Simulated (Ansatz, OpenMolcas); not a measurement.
# Ansatz → OpenMolcas

Ansatz 0.2.0 runs this on doublet [CH5AlO2]+:

in.yaml:
```yaml
crystal:
  periodic: [false, false, false]
  atoms:
    - symbol: C
      position_ang: [-0.025110, 1.109820, -1.034090]
    - symbol: Al
      position_ang: [-0.001290, -0.302910, 0.285630]
    - symbol: O
      position_ang: [0.957740, -1.672870, -0.006720]
    - symbol: O
      position_ang: [-0.933740, -0.131550, 1.694140]
    - symbol: H
      position_ang: [-0.226970, 0.712350, -2.032300]
    - symbol: H
      position_ang: [-0.780650, 1.863510, -0.803740]
    - symbol: H
      position_ang: [0.945840, 1.611200, -1.084700]
    - symbol: H
      position_ang: [1.048330, -2.422320, 0.577320]
    - symbol: H
      position_ang: [-0.984140, -0.767250, 2.404460]
basis:
  gaussian:
    orbitals: def2-SVP
total_charge: 1
magnetization:
  spin_polarized: true
  initial_magnetization: 1
hamiltonian:
  xc: hf
accuracy: high
output:
  orbitals: {seedname: orbitals}
```

```bash
$ ansatz run in.yaml --threads 1 --pin off --max-ram 3480MiB --events-out events.jsonl --progress --plain --runs-dir runs
```

The shape is that of a PBE0-D4/def2-TZVP optimisation. This is one conformer, not always the lowest. That shape belongs to the parent species and isn't relaxed for this state.

It gives a total energy of -431.950216 Eh.

Problem. Write the same calculation for OpenMolcas 26.06 as an input file of the program's own.

Solution. For example:

job.inp:
```
&gateway
  baslib=$CurrDir
  coord
  9
  angstrom
  C       -0.025110       1.109820      -1.034090
  Al      -0.001290      -0.302910       0.285630
  O        0.957740      -1.672870      -0.006720
  O       -0.933740      -0.131550       1.694140
  H       -0.226970       0.712350      -2.032300
  H       -0.780650       1.863510      -0.803740
  H        0.945840       1.611200      -1.084700
  H        1.048330      -2.422320       0.577320
  H       -0.984140      -0.767250       2.404460
  basis=def2-SVP
  group=NoSym

&seward

&scf
  uhf
  charge=1
  spin=2
  thresholds=1e-10 1e-07 1e-07 1e-05
  prorbitals=1 1
```

```bash
$ export MOLCAS_MEM=1860
$ pymolcas job.inp > job.log
```

(Basis files named in the input come from the Basis Set Exchange and aren't shown.)

Its energy is -431.950216 Eh, the same as the first but for the last digit, at most.
